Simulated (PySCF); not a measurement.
Vertical excitations of a molecule C4H4BNO from TDDFT-CAM-B3LYP/def2-SVPD (PySCF), as energy in eV (oscillator strength): 4.07 (0.007), 5.20 (0.010), 6.02 (0.001), 6.14 (0.009), 6.57 (0.001), 6.62 (0.032), 6.81 (0.034), 6.95 (0.002), 7.14 (0.050), 7.20 (0.012). Lowest triplet (TDA): 3.15 eV. Geometry optimised at PBE0-D3(BJ)/def2-SVP. Other conformers were not sampled.

Task: Pick the molecule that these values belong to.
(A) C#CCB1N=CO1
(B) C#CC1=NB(C)O1
(C) N#CC1=CCB1O
(D) C#C[C@@H]1N=CB1O

Result: D, C#C[C@@H]1N=CB1O
